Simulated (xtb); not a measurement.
SnCl3I, SMILES [Cl][Sn]([Cl])([Cl])[I]. All values are semi-empirical tight-binding results from xtb (GFN2-xTB unless named), good for trends rather than for accurate numbers. Geometry optimised at GFN2-xTB. The structure was generated by enumeration; whether it is a known compound was not checked.

For metal compounds this method's bond lengths and energies can be far off.

Computed properties:
```json
{
  "point_group_as_xtb_finds_it": "C3v",
  "orbital_gap": "2.01 eV",
  "zero_point_energy": "2.2 kcal/mol",
  "G − E(el) at 298.15 K (modified RRHO)": "-21.1 kcal/mol"
}
```
